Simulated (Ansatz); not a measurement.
Sn(Cl)2 anion (Cl2Sn), SMILES [Cl][Sn][Cl] (connectivity only; charge and spin as stated), charge -1, multiplicity 2.

Geometry: PBE-D3(BJ)/def2-SVPD. The spin state was assumed, not searched. The isomer is the one that the SMILES or the coordinates give; other isomers of the formula were not compared. The def2 effective core potentials stand for the cores of Sn; spin–orbit coupling is left out.

Two levels are set side by side: PBE/def2-TZVPD (Ansatz, an electronic-structure program) and PBE0/def2-TZVPD (Ansatz). Energy differences of separate SCF runs at the same geometry; the states with an electron removed or added have multiplicity 1. Differences are taken from unrounded values.

```
quantity                         PBE0
-------------------------------  ----
vertical ionisation energy (eV)  1.98
```

### Question
What does PBE give, and how far is it from PBE0? (Estimate from the structure and the level; the computed values follow.)

### Answer

```json
[
 {"quantity": "vertical ionisation energy (eV)", "PBE": "1.80", "PBE minus PBE0": "-0.18"}
]
```
